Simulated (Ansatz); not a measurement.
A run for Ansatz (a quantum-chemistry and plane-wave program): R-B3LYP-D3(BJ)/def2-TZVP on C2H6O (a complex).

Ansatz 0.2 input:
```yaml
crystal:
  periodic: [false, false, false]
  atoms:
    - {symbol: C, position_ang: [0.00339866, -0.00291487, 0.00141878]}
    - {symbol: H, position_ang: [-0.88111122, -0.62007441, -0.09357861]}
    - {symbol: H, position_ang: [0.50225600, -0.22421291, 0.93571531]}
    - {symbol: H, position_ang: [0.67488382, -0.20969946, -0.82174545]}
    - {symbol: H, position_ang: [-0.28046576, 1.04187004, -0.02134333]}
    - {symbol: C, position_ang: [-0.28497315, 0.06629602, 3.92174207]}
    - {symbol: O, position_ang: [0.73260328, -0.36000953, 3.46894222]}
    - {symbol: H, position_ang: [-0.41498626, 0.28176321, 4.99619770]}
    - {symbol: H, position_ang: [-1.17303849, 0.27364947, 3.30133702]}
basis:
  gaussian:
    orbitals: def2-TZVP
hamiltonian:
  xc: b3lyp
  dispersion: d3bj
relax: {f_tol: 0.004, max_steps: 120}
scf: {lower_state_search: off}
```

Problem. Give the final energy of this run.

Solution. -155.0975 hartree.

Problem. How many basis functions does it have, and what does it roughly cost on one machine?

Solution. 129 functions; about 21 core-seconds (a rough figure).
